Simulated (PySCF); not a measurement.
2-butanone cation (C4H8O), SMILES CCC(C)=O (connectivity only; charge and spin as stated), charge +1, multiplicity 2.

Coordinates come from a B3LYP-D3(BJ)/def2-SVP optimisation. The spin state was assumed, not searched. One conformer was computed; it need not be the lowest.

Level of theory: TDA-PBE/def2-SVPD (PySCF 2.14.0).

Vertical excitations. Gas-phase values at a fixed geometry.

**Question.** Give excitation energies, oscillator strengths and character. (An estimate is asked for; the answer gives what the named calculation found.)

**Answer.** 
```json
[
 {"state": "root 1", "energy (eV)": "1.44", "λ (nm)": "864", "f": "0.000", "main pairs": "β HOMO→LUMO 99 %"},
 {"state": "root 2", "energy (eV)": "2.16", "λ (nm)": "573", "f": "0.037", "main pairs": "β HOMO−1→LUMO 76 %, β HOMO−2→LUMO 21 %"},
 {"state": "root 3", "energy (eV)": "2.51", "λ (nm)": "494", "f": "0.020", "main pairs": "β HOMO−2→LUMO 78 %, β HOMO−1→LUMO 19 %"},
 {"state": "root 4", "energy (eV)": "3.03", "λ (nm)": "410", "f": "0.000", "main pairs": "β HOMO−3→LUMO 99 %"},
 {"state": "root 5", "energy (eV)": "3.42", "λ (nm)": "363", "f": "0.005", "main pairs": "β HOMO−4→LUMO 99 %"},
 {"state": "root 6", "energy (eV)": "3.84", "λ (nm)": "323", "f": "0.002", "main pairs": "β HOMO−5→LUMO 99 %"},
 {"state": "root 7", "energy (eV)": "5.04", "λ (nm)": "246", "f": "0.016", "main pairs": "β HOMO−6→LUMO 95 %"},
 {"state": "root 8", "energy (eV)": "5.05", "λ (nm)": "246", "f": "0.000", "main pairs": "α HOMO→LUMO 97 %"},
 {"state": "root 9", "energy (eV)": "5.39", "λ (nm)": "230", "f": "0.001", "main pairs": "α HOMO−1→LUMO 65 %, β HOMO→LUMO+1 34 %"},
 {"state": "root 10", "energy (eV)": "5.55", "λ (nm)": "223", "f": "0.001", "main pairs": "β HOMO−8→LUMO 87 %"}
]
```
Unrestricted roots are not spin-pure.
